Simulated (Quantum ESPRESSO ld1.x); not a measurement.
Task: These are the eigenvalues of the occupied orbitals of an atom or ion with whole-number occupations (Ry). Method: scalar-relativistic Kohn-Sham, LDA (Slater exchange, Perdew-Zunger correlation), spin-polarised, spherical densities, point nucleus; computed with ld1.x of Quantum ESPRESSO 7.5.

| orbital | eigenvalue |
|---|---|
| 1s up | -5429.07 |
| 1s down | -5429.07 |
| 2s up | -948.435 |
| 2s down | -948.416 |
| 2p up | -826.555 |
| 2p down | -826.539 |
| 3s up | -223.284 |
| 3s down | -223.275 |
| 3p up | -187.506 |
| 3p down | -187.496 |
| 3d up | -147.489 |
| 3d down | -147.474 |
| 4s up | -49.7511 |
| 4s down | -49.7310 |
| 4p up | -38.0124 |
| 4p down | -37.9921 |
| 4d up | -23.4432 |
| 4d down | -23.4189 |
| 5s up | -10.1597 |
| 5s down | -10.0105 |
| 4f up | -7.24326 |
| 4f down | -7.20415 |
| 5p up | -7.13289 |
| 5p down | -6.95002 |
| 5d up | -3.64838 |

Which element is it, and in what charge state? The configuration may be excited. Open shells, if any, are filled with parallel spins first.

Result: Z = 76, osmium, charge +4: Os4+ in [Xe] 4f14 5d4. The list shows which subshells hold electrons but not how many an open one holds; the 1s level, -2714.5 hartree, gives Z - s = 73.7 by -(Z - s)^2/2, which with screening and relativity narrows Z to a few neighbours, and the depths of the outer levels then fix element, charge and occupations together.
